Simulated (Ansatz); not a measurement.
Gas-phase reaction in SMILES: F[SiH2][SiH](F)F -> F[SiH](F)[SiH2] + F atom (the F-Si bond at the site shown breaks; other sites are not compared here)
Each molecule is optimised on its own at B3LYP-D3(BJ)/def2-TZVP (Ansatz, a program for electronic structure), one conformer each, not searched for the lowest.

Quantity: bond dissociation energy (electronic energy difference), in eV. Cores are frozen in the correlated levels unless marked. UHF or UKS for open shells. No spin-orbit coupling. No relativistic terms. CBS(X,Y): correlation extrapolated as X^-3; Hartree-Fock from the larger set.

```json
[
 {"level": "HF/cc-pV(Q+d)Z", "program": "Ansatz", "bond dissociation energy (eV)": "4.77"},
 {"level": "B97M-V/def2-TZVPD", "program": "Ansatz", "bond dissociation energy (eV)": "6.19"},
 {"level": "PBE0-D4/def2-TZVPD", "program": "Ansatz + dftd4", "bond dissociation energy (eV)": "6.09"},
 {"level": "LC-wPBE-D3(BJ)/def2-TZVPD", "program": "Ansatz + dftd3", "bond dissociation energy (eV)": "6.25"},
 {"level": "wB97M-V/def2-TZVPD", "program": "Ansatz", "bond dissociation energy (eV)": "6.34"},
 {"level": "MP2/6-31G", "program": "Ansatz", "bond dissociation energy (eV)": "4.71"},
 {"level": "MP2/aug-cc-pV(T+d)Z", "program": "Ansatz", "bond dissociation energy (eV)": "6.62"},
 {"level": "SCS-MP2/6-31G", "program": "Ansatz", "bond dissociation energy (eV)": "4.64"},
 {"level": "SCS-MP2/cc-pV(T+d)Z", "program": "Ansatz", "bond dissociation energy (eV)": "6.41"},
 {"level": "CCSD(T)/CBS(aug-cc-pV(T+d)Z,aug-cc-pV(Q+d)Z)", "program": "Ansatz", "bond dissociation energy (eV)": "6.44"}
]
```
